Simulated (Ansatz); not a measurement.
2-bromobuta-1,3-diene (C4H5Br), SMILES C=CC(=C)Br.

Coordinates come from a PBE0-D3(BJ)/def2-SVP optimisation. One conformer was computed; it need not be the lowest.

Two levels are set side by side: PBE/def2-SVPD (Ansatz, an electronic-structure program) and CAM-B3LYP/def2-SVPD (Ansatz). Energy differences of separate SCF runs at the same geometry; the states with an electron removed or added have multiplicity 2 and 2. Differences are taken from unrounded values.

```
quantity                           CAM-B3LYP
---------------------------------  ---------
vertical ionisation energy (eV)         9.07
vertical singlet–triplet gap (eV)       3.23
```

**Question.** What does PBE give, and how far is it from CAM-B3LYP? (An estimate is asked for; the answer gives what the named calculation found.)

**Answer.** 
```
quantity                            PBE  PBE minus CAM-B3LYP
---------------------------------  ----  -------------------
vertical ionisation energy (eV)    8.85                -0.22
vertical singlet–triplet gap (eV)  3.10                -0.12
```
